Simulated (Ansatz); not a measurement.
Calculated with Ansatz (gas phase, PBE0-D4/def2-TZVP geometries, no zero-point term in ΔE). CBS: MP2 limit from def2 TZ/QZ plus the TZ coupled-cluster correction, frozen cores. Functionals use def2-TZVPP. B3LYP here is the variant with VWN-RPA as its local correlation; programs differ in this. Each species was taken in one conformer, which may not be the lowest.

`CB(S)CF` + `C=CCC[SiH3]` → `CB(S)C[SiH3]` + `C=CCCF`  (formal exchange of groups at a B–C bond)

```
             level  ΔE (kcal/mol)  difference from CCSD(T)/CBS
            PBE-D4           -8.8                          0.9
         r2SCAN-D4           -9.4                          0.3
           PBE0-D4           -9.3                          0.4
          B3LYP-D4           -8.8                          0.9
           ωB97X-V           -9.1                          0.6
           ωB97M-V           -9.2                          0.5
            B2PLYP           -9.4                          0.3
            r2SCAN           -9.4                          0.3
              PBE0           -9.4                          0.3
             B3LYP           -8.9                          0.8
SCS-MP2/def2-TZVPP           -9.9                         -0.2
     HF/def2-QZVPP           -9.9                         -0.2
    MP2/def2-QZVPP          -10.2                         -0.5
SCS-MP2/def2-QZVPP           -9.8                         -0.1
     MP2/CBS(def2)          -10.1                         -0.4
    CCSD/CBS(def2)           -9.6                          0.1
       CCSD(T)/CBS           -9.7                            0
```

Largest T1 diagnostic among the species: 0.012.
